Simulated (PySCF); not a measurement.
Identify the unknown among the candidates.

All candidates are C6H12O2.

| technique | computed result |
| --- | --- |
| UV, first state | lowest singlet excitation: 5.84 eV (212 nm, f = 0.001) [TDDFT CAM-B3LYP/def2-SVPD] |
| UV, strongest line | among the 6 lowest singlet transitions: S2 at 7.56 eV (164 nm, f = 0.063) [TDDFT CAM-B3LYP/def2-SVPD] |
| Rotational structure | rotational constants A, B, C: 2.354, 1.777, 1.440 GHz [PBE0-D3(BJ)/def2-SVP] |
| Dipole | 1.69 D [CAM-B3LYP/def2-SVPD] |
| Polarisability | 79.5 au [CAM-B3LYP/def2-SVPD] |

The electronic properties come from PySCF, for the isolated species, density fitting. Levels stand in brackets. Isolated species at its PBE0-D3(BJ)/def2-SVP geometry (one conformer only).

Problem. Which candidate is it?
A. `CC[C@@H](C)C(=O)OC`
B. `CC(C)[C@H](C)C(=O)O`
C. `CC(C)O[C@@H]1C[C@@H]1O`

Solution. B. It is `CC(C)[C@H](C)C(=O)O`. Numbering: `[CH3:1][CH:2]([CH3:3])[C@H:4]([CH3:5])[C:6](=[O:7])[OH:8]`. Its formula, C6H12O2, gives 1 degree of unsaturation: 0 rings and 1 π bond in the structure found. The optimised geometry has point group C1 and is an asymmetric top.

The others, at the same levels:
- `CC(C)O[C@@H]1C[C@@H]1O` fails: its computed lowest singlet excitation is 6.91 eV (179 nm, f = 0.005) (against 5.84 eV), strongest line among the 6 lowest singlet transitions is S6 at 7.80 eV (159 nm, f = 0.030) (against S2 at 7.56 eV) and rotational constant A is 3.761 GHz (against 2.354 GHz).
- `CC[C@@H](C)C(=O)OC` fails: its computed strongest line among the 6 lowest singlet transitions is S3 at 8.20 eV (151 nm, f = 0.107) (against S2 at 7.56 eV), rotational constant A is 2.975 GHz (against 2.354 GHz) and smallest rotational constant is 1.140 GHz (against 1.440 GHz).

Each candidate is one conformer, not necessarily the lowest. The conformers computed, where there is a choice (atom-mapped SMILES and torsion angles):
- `[CH3:1][CH:2]([CH3:3])[C@H:4]([CH3:5])[C:6](=[O:7])[OH:8]`: C1–C2–C4–C5 -172°, C2–C4–C6–O7 86°, H–O8–C6–C4 178°
- `[CH3:1][CH:2]([CH3:3])[O:4][C@@H:5]1[CH2:6][C@@H:7]1[OH:8]`: C1–C2–O4–C5 69°, C2–O4–C5–C6 -95°, H–O8–C7–C6 -75°
- `[CH3:1][CH2:2][C@@H:3]([CH3:4])[C:5](=[O:6])[O:7][CH3:8]`: C1–C2–C3–C4 173°, C2–C3–C5–O6 -30°, C3–C5–O7–C8 177°
